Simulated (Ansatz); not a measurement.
Isolated molecules relaxed with PBE0-D4/def2-TZVP in Ansatz; ΔE leaves out vibrations. CCSD(T)/CBS adds triple-zeta CCSD(T) − MP2 to the extrapolated MP2 energy (def2 sets, frozen cores). Functionals use def2-TZVPP. For Br outer-core shells are correlated without core-valence functions, which leaves a few kJ/mol of doubt a bond. Scalar relativity is left out up to krypton. Each species was taken in one conformer, which may not be the lowest.

Reaction (redistribution): `[SiH3][SiH2]Br` + `O[SiH2]SBF` → `O[SiH2]S[SiH2][SiH3]` + `FBBr`

```json
{"level": "ωB97X-V", "ΔE (kJ/mol)": "24.1"}
{"level": "ωB97M-V", "ΔE (kJ/mol)": "23.0"}
{"level": "B2PLYP", "ΔE (kJ/mol)": "25.7"}
{"level": "PBE0", "ΔE (kJ/mol)": "25.0"}
{"level": "MP2/def2-TZVPP", "ΔE (kJ/mol)": "19.6"}
{"level": "SCS-MP2/def2-TZVPP", "ΔE (kJ/mol)": "22.0"}
{"level": "SCS-MP2/def2-QZVPP", "ΔE (kJ/mol)": "22.4"}
{"level": "HF/CBS(def2)", "ΔE (kJ/mol)": "32.8"}
```

Task: What does CCSD(T)/CBS give? (Best estimate.)

Result: Computed: +21.3 kJ/mol. The listed levels differ from it by 2.8, 1.7, 4.4, 3.7, -1.7, 0.7, 1.1, 11.5 kJ/mol.

Largest T1 diagnostic among the species: 0.013.

The D4 term adds −7.2 kJ/mol with B3LYP and −4.3 kJ/mol with PBE0; it sums over pairs of atoms, weighted by their polarisabilities, and B3LYP, whose exchange is more repulsive, gets the larger term. In def2-TZVPP, CCSD(T) changes the Hartree–Fock value by −12.3 kJ/mol (the triples alone add −2.0 kJ/mol) and MP2 by −13.2 kJ/mol.

B3LYP here is the variant with VWN-RPA as its local correlation; programs differ in this.
